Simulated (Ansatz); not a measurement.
Species: CH₆BN₂O, net charge 0, doublet state. It need not be the lowest isomer of its formula. SMILES: [CH2]OB(N)N
Geometry from a B3LYP-D3(BJ)/def2-TZVP (Ansatz, an electronic-structure program) optimisation:
```xyz
11

C      1.8689    -0.5428     0.0516
O      0.6890    -0.3294     0.6736
B     -0.4573     0.1172     0.0056
N     -0.5293     0.0843    -1.4088
N     -1.5005     0.5941     0.8325
H      2.1298     0.0768    -0.7986
H      2.6306    -1.0012     0.6642
H     -1.3409     0.3743    -1.9234
H      0.1447    -0.4146    -1.9617
H     -2.4032     0.8747     0.4975
H     -1.3914     0.6472     1.8293
```
Charge 0, spin multiplicity 2.

Computed values are from Ansatz. Valence correlation only, unless marked. UHF or UKS for open shells. Spin-orbit coupling is left out. Non-relativistic. CBS marks a two-point X^-3 extrapolation of the correlation energy; Hartree-Fock from the larger set.

Q: What is the atomisation energy De at CCSD(T)/CBS(cc-pVTZ,cc-pVQZ)?

A: 4281.3 kJ/mol.

Q: What is the T1 diagnostic at CCSD/cc-pVQZ?

A: 0.014.

Q: What is the dipole moment at CCSD(T)/aug-cc-pVDZ?

A: 1.68 D.

Q: What is the total energy at CCSD(T)/CBS(cc-pVTZ,cc-pVQZ)?

A: -251.0858 Eh.
